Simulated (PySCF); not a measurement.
Species: C₅H₁₁NP₂.
Numbering: `[CH3:1][CH2:2][C:3]1=[CH:4][P@:5]1([PH2:6])=[N:7][CH3:8]`

Definitions: NICS(0) = −σiso at the ring centroid; NICS(1) = −σiso and NICS(1)zz = −σzz at ±1 Å along the ring normal z. Level: GIAO PBE0/pcSseg-1 (PySCF, non-relativistic, gas phase) on the GFN2-xTB geometry, one conformer.

Ring bond lengths (Å), with Mayer bond orders in brackets: C3–C4 1.353 (1.51), C4–P5 1.789 (0.93), P5–C3 1.810 (0.85).

Question: What do the NICS probes read (ppm)?

Answer: 
```
    ring                                                     type  NICS(0)  NICS(1), two faces  NICS(1)zz, two faces  rms pucker (Å)  centre to ring atoms, mean (Å)
C3–C4–P5  3-membered ring with P; formal bonds 1 double, 2 single    -14.3         -7.4 / -7.5           -8.1 / -9.7            0.00                            0.95
```

Question: What do they say, and how far can they be read as aromaticity?

Answer: 
- C3–C4–P5: mean NICS(1)zz -8.9 ppm, shielded. P5 has four or more neighbours, and the NICS criterion for π rings isn't applied. NICS(0) lies 7 ppm below the mean NICS(1).

Question: At the second NICS(1) probe listed for ring C3–C4–P5, 1 Å off the ring, how large is the induced field along the normal in 11.7 T applied along it?

Answer: NICSzz × B0 = -9.7 ppm × 11.7 T = -113 μT, against the applied field.

Question: List the ring angles and the Hirshfeld charges of the ring atoms.

Answer: 
- C3–C4–P5: C3 67.1° (-0.031 e), C4 68.8° (-0.102 e), P5 44.1° (+0.289 e); sum 180.0° against 180° for a flat convex ring.

The run took about 1.7 min of CPU time (one thread, shared machine). This is the whole shielding run at PBE0/pcSseg-1, SCF included.

The values belong to the conformer `[CH3:1][CH2:2][C:3]1=[CH:4][P@:5]1([PH2:6])=[N:7][CH3:8]`: C1–C2–C3–C4 5°, H–P6–P5–C4 4°, H–P6–P5–C4 -89°.
